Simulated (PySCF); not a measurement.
# Ag²⁺: excitation energy

Ag²⁺ [Kr] 4d9 (2D) → Ag²⁺ [Kr] 4d8 5p1 (high-spin determinant), as a difference of total energies. All numbers are calculated (PySCF 2.14, scalar relativity through the core potential, in aug-cc-pwCVDZ-PP with ECP28MDF (6s6p5d3f, 70 functions)). Correlated levels: valence and next inner shell: nothing frozen outside the core potential. The calculations carry no spin-orbit coupling.

| method | excitation energy (cm⁻¹) |
| --- | --- |
| UHF | 111540 |
| MP2 (valence and next inner shell) | 118690 |
| SCS-MP2 (valence and next inner shell) | 118500 |
| CCSD (valence and next inner shell) | 116370 |
| CCSD(T) (valence and next inner shell) | 116410 |

The determinant of the upper state mixes LS terms, which raises its energy above the lowest term, most at the Hartree-Fock and MP2 levels.
